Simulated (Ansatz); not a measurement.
One change: `C[SiH]1CN1` becomes `P[SiH]1CN1`.

Ansatz, PBE0-D4/def2-TZVP geometries, multiplicity 1. Each molecule was computed in one conformer, which needn't be the lowest.

```json
{"property": "ideal-gas entropy at 298 K and 1 bar (rigid rotor, harmonic PBE0-D4/def2-TZVP) / J/(mol·K)", "`C[SiH]1CN1`": "308"}
{"property": "LUMO energy (B3LYP/def2-TZVPP) / eV", "`C[SiH]1CN1`": "0.25"}
{"property": "size of the dipole moment (B3LYP/def2-TZVPP) / D", "`C[SiH]1CN1`": "2.03"}
{"property": "HOMO energy (PBE0/def2-TZVPP) / eV", "`C[SiH]1CN1`": "-6.52"}
{"property": "HOMO energy (B3LYP/def2-TZVPP) / eV", "`C[SiH]1CN1`": "-6.29"}
{"property": "LUMO energy (PBE0/def2-TZVPP) / eV", "`C[SiH]1CN1`": "0.50"}
```

Q: What does the change do to each property? (An estimate is asked.)

A: Ansatz gave: 
| property | `P[SiH]1CN1` | shift |
| --- | --- | --- |
| ideal-gas entropy at 298 K and 1 bar (rigid rotor, harmonic PBE0-D4/def2-TZVP) / J/(mol·K) | 323 | 15 |
| LUMO energy (B3LYP/def2-TZVPP) / eV | -0.27 | -0.52 |
| size of the dipole moment (B3LYP/def2-TZVPP) / D | 0.98 | -1.05 |
| HOMO energy (PBE0/def2-TZVPP) / eV | -6.74 | -0.22 |
| HOMO energy (B3LYP/def2-TZVPP) / eV | -6.50 | -0.21 |
| LUMO energy (PBE0/def2-TZVPP) / eV | -0.07 | -0.57 |

With PBE0 the HOMO falls by 0.22 eV and the LUMO falls by 0.57 eV, so the gap narrows by about 0.35 eV. PBE moves the HOMO by -0.25 eV and ωB97M-V by -0.17 eV. The zero-point energy changes by -49.4 kJ/mol with -3 modes. Dipoles are sizes alone; their direction can turn.

B3LYP here is the variant with VWN-RPA as its local correlation; programs differ in this.
